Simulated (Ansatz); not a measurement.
Geometry optimisation, UKS PBE-D4/def2-SVP in Ansatz.

input.yaml

```yaml
crystal:
  periodic: [false, false, false]
  atoms:
    - { symbol: Li, position_ang: [-0.77106, -1.45236, 2.57552] }
    - { symbol: Se, position_ang: [0.56952, -0.83359, 0.85566] }
    - { symbol: Si, position_ang: [0.48986, 0.46067, -0.96996] }
    - { symbol: H, position_ang: [-0.54703, -0.02643, -1.87916] }
    - { symbol: H, position_ang: [0.25871, 1.85171, -0.58206] }
magnetization:
  spin_polarized: true
  initial_magnetization: 1
basis:
  gaussian: { orbitals: def2-SVP }
hamiltonian:
  xc: pbe
  dispersion: d4
relax:
  f_tol: 0.015
  max_steps: 40
output:
  orbitals: {}
```

Run as:

```bash
$ ansatz run input.yaml --threads 1 --pin off --max-ram 2048MiB --backend cpu --events-out ev --progress --plain --runs-dir out
```

Q: Where does it end, and by what steps?

A: The forces met the threshold. The force dipped under the threshold on the way, but the program's further checks kept it going. After 20 steps the energy has fallen by 0.659 eV; Li1 moved furthest, 1.79 Å. Joined: Li1–Si3, Li1–H4.

```csv
step,energy less start (eV),largest force component (eV/Å),accepted
0,0.0000,0.940,yes
1,-0.1265,0.242,yes
2,-0.2084,0.132,yes
3,-0.2726,0.188,yes
4,-0.3238,0.148,yes
5,-0.3658,0.126,yes
6,-0.3984,0.083,yes
7,-0.4122,0.032,yes
8,-0.4120,0.031,no
9,-0.4126,0.004,yes
10,-0.4127,0.005,yes
11,-0.4187,0.097,yes
12,-0.4583,0.282,yes
13,-0.5373,0.291,yes
14,-0.6184,0.248,yes
15,-0.6438,0.260,yes
16,-0.5548,1.304,no
17,-0.6587,0.048,yes
18,-0.6592,0.039,yes
19,-0.6594,0.018,yes
20,-0.6595,0.002,yes
```

```xyz
5
Properties=species:S:1:pos:R:3
Li -1.017 -1.190 0.823
Se 1.281 -0.820 1.079
Si 0.438 0.280 -0.681
H -1.106 -0.066 -0.650
H 0.403 1.796 -0.570
```

Time of the run: 83 s on 1 thread of Arm Neoverse V1, with other jobs on the host, peak memory 0.17 GiB.
